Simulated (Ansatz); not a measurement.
`C[CH2][AlH][Br]` and `C[CH2][AlH][OH]` differ in one atom or group.

Ansatz, PBE0-D4/def2-TZVP geometries, multiplicity 1. Each molecule was computed in one conformer, which needn't be the lowest.

Scalar relativity is left out up to krypton.

| property | `C[CH2][AlH][Br]` |
| --- | --- |
| size of the dipole moment (B3LYP/def2-TZVPP) / D | 1.91 |
| HOMO–LUMO gap (PBE/def2-TZVPP) / eV | 4.52 |
| HOMO–LUMO gap (B3LYP/def2-TZVPP) / eV | 6.10 |
| zero-point energy (PBE0-D4/def2-TZVP) / kJ/mol | 190.0 |
| LUMO energy (PBE/def2-TZVPP) / eV | -2.00 |
| HOMO–LUMO gap (ωB97M-V/def2-TZVPP) / eV | 10.30 |

Q: Give the same properties after the change, and the shifts. (Estimate.)

A: Computed: 
| property | `C[CH2][AlH][OH]` | shift |
| --- | --- | --- |
| size of the dipole moment (B3LYP/def2-TZVPP) / D | 1.86 | -0.05 |
| HOMO–LUMO gap (PBE/def2-TZVPP) / eV | 5.02 | 0.50 |
| HOMO–LUMO gap (B3LYP/def2-TZVPP) / eV | 6.65 | 0.55 |
| zero-point energy (PBE0-D4/def2-TZVP) / kJ/mol | 222.9 | 32.9 |
| LUMO energy (PBE/def2-TZVPP) / eV | -1.22 | 0.78 |
| HOMO–LUMO gap (ωB97M-V/def2-TZVPP) / eV | 10.84 | 0.54 |

With PBE0 the HOMO rises by 0.24 eV and the LUMO rises by 0.81 eV, so the gap widens by about 0.57 eV. PBE moves the HOMO by 0.29 eV and ωB97M-V by 0.20 eV. The zero-point energy changes by 32.9 kJ/mol with +3 modes. Dipoles are sizes alone; their direction can turn.

B3LYP here is the variant with VWN-RPA as its local correlation; programs differ in this.

Spin–orbit coupling is left out; it splits and shifts lone-pair levels of the heavy atoms by tenths of an eV.
